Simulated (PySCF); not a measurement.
## Fe⁺: ionisation energy

Fe⁺ [Ar] 3d6 4s1 (6D) → Fe²⁺ [Ar] 3d6 (5D), as a difference of total energies. All numbers are calculated (PySCF 2.14, scalar relativity by spin-free X2C-1e, in jorge-DZP-DKH (8s6p2d1f, 43 functions)). Correlated levels: valence: [Ar] frozen. The calculations carry no spin-orbit coupling.

Problem. Order these methods by the ionisation energy they give, lowest first.
A. UHF
B. MP2 (valence)
C. PBE
D. B3LYP

Solution. A (15.250 eV), B (15.573 eV), D (16.546 eV), C (16.653 eV).

The reference lies between the lowest fine-structure levels, while these numbers refer to the centres of the terms.

Errors of the correlated levels include the incompleteness of this basis and the frozen core.

For comparison: 16.199 eV (measured; NIST Atomic Spectra Database, ionization energies).
